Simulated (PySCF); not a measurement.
GaS: from constants to spectrum

UHF-CCSD(T) constants of GaS, ²Σ⁺ (doublet), unpaired electrons σ ↑ (basis Ga 6-31G(d,p), S 6-31G(d,p); no relativity; PySCF 2.14; masses 68.9256 and 31.9721 u):

```
ωe           : 477.5 cm⁻¹
ωexe         : 2.58 cm⁻¹
Be           : 0.17805 cm⁻¹
αe           : 0.00106 cm⁻¹
De to Ga + S : 3.22 eV
```

Question: What force constant and bond length do these constants imply?

Answer: Reduced mass μred = 21.841 u; k = 5.8918×10⁻⁷·μred·ωe² (u, cm⁻¹, mdyn/Å) = 2.93 mdyn/Å; Re = √(16.8576/(μred·Be)) (u, cm⁻¹, Å) = 2.082 Å.

Question: Estimate the centrifugal constant D from the Kratzer relation and find the Dunham coefficient a1.

Answer: D = 4Be³/ωe² = 9.9e-08 cm⁻¹; a1 = −1 − αeωe/(6Be²) = -3.66.

Correlated steps freeze 14 core orbitals. Correlated levels converge slowly with the basis: in double zeta they bind strong bonds too weakly, by up to about 1 eV, and carry superposition errors of some tenths. Spin–orbit coupling is left out. The state is the lowest determinant that a PBE0 search found; another state may lie lower at other levels.
